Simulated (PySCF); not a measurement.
Sr2S at several levels of theory

All levels use the PBE0 minimum (triplet; S–Sr 2.627 Å (×2); Sr–S–Sr 180.0°), basis [S def2-TZVP, Sr def2-TZVP with ECP28], scalar-relativistic core potentials, density fitting, no spin–orbit coupling, PySCF. For vertical energies the ionised species is a doublet (spins chosen at PBE0 and kept) and the electron-attached one a doublet. Atomisation goes to high-spin ground-configuration atoms, without zero-point energy. Open shells are unrestricted, also as the reference of the correlated levels. A dash marks a value that was not computed or is not defined at that level.

| level | atomisation (kJ/mol) | vertical IP (eV) | vertical EA (eV) | −ε(HOMO) (eV) |
| --- | --- | --- | --- | --- |
| PBE0 | 545 | 4.64 | 0.95 | 3.50 |
| HF | 408 | 4.68 | -0.10 | 4.77 |
| MP2 | 488 | 4.68 | 0.64 | – |
| PBE | 553 | 4.52 | 1.11 | 2.94 |
| r2SCAN | 598 | 4.57 | 0.86 | 3.03 |
| B3LYP | 504 | 4.64 | 1.05 | 3.34 |
| TPSSh | 555 | 4.48 | 1.01 | 3.13 |
| revPBE | 531 | 4.48 | 1.04 | 2.92 |
| BHandHLYP | 488 | 4.65 | 0.78 | 3.87 |

Spin contamination in at least one species weakens the values at: HF, MP2.

Without diffuse functions attachment energies tend to come out too low.
